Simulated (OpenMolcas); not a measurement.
# Au⁷⁺: effect of the IPEA shift

| Quantity | Value |
| --- | --- |
| Program | OpenMolcas |
| Basis | ANO-RCC-VTZP [8s7p5d3f1g] |
| Scalar Hamiltonian | DKH2, point nucleus |
| Active space | 10 electrons in 8 orbitals (RAS1 5p, at most 2 holes; RAS2 5d) |
| State averaging | 2S+1 = 5 even, 5 roots; 2S+1 = 3 even, 45 roots; 2S+1 = 1 even, 50 roots |
| Spin-orbit coupling | RASSI with atomic mean-field integrals over the reference wave functions, term energies averaged over their components |

Methods on the same reference wave functions:
A. RASSCF
B. MS-RASPT2, IPEA 0 Eh, imaginary shift 0.1 Eh (closed shells correlated: 5s)
C. MS-RASPT2, IPEA 0.25 Eh, imaginary shift 0.1 Eh (closed shells correlated: 5s)

Energies in cm⁻¹ above 5d⁴ ⁵D₁.

```
            Level       A       B       C
          5d⁴ ⁵D₁     0.0     0.0     0.0
          5d⁴ ⁵D₂    7608    7500    7440
   5d⁴ ⁵D₃ [72 %]   12626   12140   12160
   5d⁴ ³G₃ [59 %]   31667   29020   29360
5d⁴ ³F₂(1) [52 %]   31996   29610   30070
5d⁴ ³P₁(1) [64 %]   34485   32730   33260
   5d⁴ ³H₅ [73 %]   35546   32300   32740
   5d⁴ ³H₆ [65 %]   39420   35720   36090
   5d⁴ ³G₄ [66 %]   42720   39440   39900
   5d⁴ ³G₅ [73 %]   56757   53450   53910
          5d⁴ ³D₁   57321   54280   54820
   5d⁴ ¹I₆ [65 %]   60034   55830   56150
5d⁴ ¹S₀(1) [65 %]   64759   62360   62950
   5d⁴ ¹F₃ [52 %]   69820   65360   65810
5d⁴ ³F₃(2) [72 %]   82828   78140   78580
       5d⁴ ³P₁(2)   83194   78490   79140
5d⁴ ³P₀(2) [71 %]   87501   82430   83320
5d⁴ ¹G₄(2) [60 %]   88553   83290   83740
       5d⁴ ¹D₂(2)  106939  100490  100790
       5d⁴ ¹S₀(2)  131936  126150  126500
```

A puts 5d⁴ ⁵D₀ [52 %] lowest. B puts 5d⁴ ⁵D₀ [50 %] lowest. C puts 5d⁴ ⁵D₀ [51 %] lowest.

Between B and C the level of the table that moves most is 5d⁴ ³P₀(2) [71 %], by 890 cm-1 (lowest in B, highest in C). Moves below CASPT2's spread within the term are not significant.

From A to B the spin-free energies of the other terms of 5d⁴ shown, above ⁵D, scale by factors of 0.85 to 0.94, as is usual when dynamic correlation screens the repulsion within a d or f shell.

The lowest spin-free term lies below A's lowest term by 0.213 hartree in B, 0.209 hartree in C.

CASPT2 does not keep the components of a term degenerate, so their means are used; among the terms shown or strongly mixed into the levels shown the widest spread is 1200 cm-1 (5d⁴ ¹I, C). Active for correlation alone: 5p; no level in the range computed is led by a configuration that opens it, so any true level of that kind is missing. The CASPT2 spread within a term exceeds the gap to the next term for 5d⁴ ³D and 5d⁴ ¹I, so the order of their levels is uncertain (figures for B; the like holds for C). Without dynamic correlation excited terms often stand tens of per cent too high (terms of higher spin than the ground term too low), and those without a measured partner can miss by more than the paired ones (holds for A). Only configurations of the active space appear. The table leaves out levels that lie high or whose names do not pair safely across all columns.

A share in square brackets marks a mixed level and gives the weight of the term that names it, the lowest over the columns. A number in round brackets counts repeated terms of one configuration in the order of the reference energies.
